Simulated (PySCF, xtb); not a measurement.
SbBr₂, SMILES [Br][Sb+][Br] (connectivity only; charge and spin as stated), charge +1, multiplicity 1.

Harmonic wavenumbers (cm⁻¹) from xtb with GFN2-xTB at its own minimum, in rising order: 78, 240, 248.

Question: What does B3LYP-D3(BJ)/def2-SVP in PySCF give at its own minimum? (Estimate from the structure and the level; the computed values follow.)

Answer: 90, 283, 287. Paired by order, the mean absolute difference is 31 cm⁻¹ and the zero-point energies are 0.8 and 0.9 kcal/mol.
